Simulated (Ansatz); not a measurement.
Input for Ansatz (a program for electronic structure): R-CCSD(T)/def2-SVP on H2SSe2 (SMILES S[Se][SeH]), a point of a torsion scan. The run froze 33 orbitals, filled d shells among them.

Ansatz 0.2 input:
```yaml
crystal:
  periodic: [false, false, false]
  atoms:
    - {symbol: S, position_ang: [1.76217445, 0.08473937, -0.15102662]}
    - {symbol: Se, position_ang: [0.07783776, -1.28214056, -0.42789645]}
    - {symbol: Se, position_ang: [-1.53337209, -0.54409791, 1.05298611]}
    - {symbol: H, position_ang: [1.34803239, 1.04466689, -0.98391532]}
    - {symbol: H, position_ang: [-2.19300444, 0.38288396, 0.13991985]}
basis:
  gaussian:
    orbitals: def2-SVP
magnetization: {spin_polarized: false}
correlation: {method: ccsd_t, electrons: outside_noble_gas}
scf: {lower_state_search: off}
```

The log:

```
WARN ansatz: RAYON_NUM_THREADS=1 ignored (pool sized by the plan → 1); use --threads N
Functional definition: HF
these checks for a lower state are left out or cut short: stability, starts, cluster_reference, orbital_swaps, neighbouring_geometries, increment
integrals: 0.10 GiB planned
881 factors; integrals over basis functions are off by at most 9.2e-4 eV
mean field: 0.38 GiB planned
mean field evaluation 1: about -141434.9660 eV, gradient 1.4e1 eV
mean field evaluation 2: about -141434.9902 eV, gradient 1.4e1 eV
mean field evaluation 4: about -141435.8738 eV, gradient 2.0e0 eV
mean field evaluation 8: about -141435.8932 eV, gradient 1.9e-4 eV
mean field -141435.89321397 eV, -5197.6732069215 hartree, gradient 2.7e-6 eV, S^2 0.000000; 0 other end points of the search recorded, 0 dependent functions left out
33 core orbitals not correlated
reference -141435.89321397 eV, -5197.6732069215 hartree; 10, 10 occupied and 49, 49 virtual orbitals, 881 factors
second order -9.99277223 eV of doubles, -0.00000000 eV of singles
coupled cluster: 0.16 GiB planned
cycle   1  -10.76927314 eV  change   -7.8e-1 eV  update   8.1e-2
cycle   2  -11.09168506 eV  change   -3.2e-1 eV  update   2.6e-2
cycle   3  -11.13974552 eV  change   -4.8e-2 eV  update   1.2e-2
cycle   4  -11.13751467 eV  change    2.2e-3 eV  update   3.9e-3
cycle   5  -11.13703755 eV  change    4.8e-4 eV  update   2.0e-3
cycle   6  -11.13662837 eV  change    4.1e-4 eV  update   7.4e-4
cycle   7  -11.13658706 eV  change    4.1e-5 eV  update   2.0e-4
cycle   8  -11.13663070 eV  change   -4.4e-5 eV  update   7.1e-5
cycle   9  -11.13662765 eV  change    3.1e-6 eV  update   2.6e-5
cycle  10  -11.13662243 eV  change    5.2e-6 eV  update   9.8e-6
perturbative correction -0.36390758 eV, -0.0133733568 hartree
Total energy: -141447.39374397 eV, -5198.0958436040 hartree
Checks for a lower state left out: stability, starts, cluster_reference, orbital_swaps, neighbouring_geometries, increment
```

The calculation finished and met its thresholds.

Cost: about 2.5 core-seconds (a rough figure).
